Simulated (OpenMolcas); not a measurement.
**Mg+: effect of the active space**

| Item | Value |
| --- | --- |
| Program | OpenMolcas |
| Method | CASSCF |
| Basis | ANO-RCC-VDZ |
| Scalar Hamiltonian | DKH4, point nucleus |
| Spin-orbit coupling | state interaction with AMFI integrals over the reference wave functions, term energies averaged over their components |

A. 1 electron in 4 orbitals (3s 3p); 2S+1 = 2 even, 1 root; 2S+1 = 2 odd, 3 roots; cost roughly 6 core-seconds
B. 1 electron in 8 orbitals (3s 3p 4s 4p); 2S+1 = 2 even, 1 root; 2S+1 = 2 odd, 3 roots; cost roughly 7 core-seconds

Energies in cm⁻¹ above 3s ²S_1/2, the measured ground level; measured values from NIST Handbook of Basic Atomic Spectroscopic Data.

```tsv
Level	A	B	Measured
3s ²S_1/2	0.0	0.0	0.0
3p ²P°_1/2	34966	34966	35669
3p ²P°_3/2	35025	35025	35761
```

Deviations, from unrounded energies. A percentage is the sum of absolute deviations over the sum of measured energies, with the sign that they share, or ± where signs differ.

```tsv
Against measurement	Levels	A	B
mean absolute deviation (cm-1)	2	720	720
other configurations (%)	2	-2.0	-2.0
```

A, B lie about equally close to measurement. The largest miss of A in the table is 3p ²P°_3/2, by -740 cm-1. The ranking rests on the paired levels alone, and a cruder setting can come out closer through cancelling errors.

Between A and B no level of the table moves by more than 5 cm-1.

ANO sets are built for ground and valence states and can reach diffuse excited orbitals poorly. With one active electron the reference holds no correlation, so core polarisation is missing. With one active electron outside closed inactive shells, the extra shells (4p 4s) add no correlation to the reference (holds for B). Measured partners are found by configuration, term and J. A level has none where our copy of the source lacks it or the pairing is in doubt (some pairs that miss far off the trend of their configuration count as doubtful), and it then counts in no deviation. Only configurations of the active space appear.

° marks odd parity.
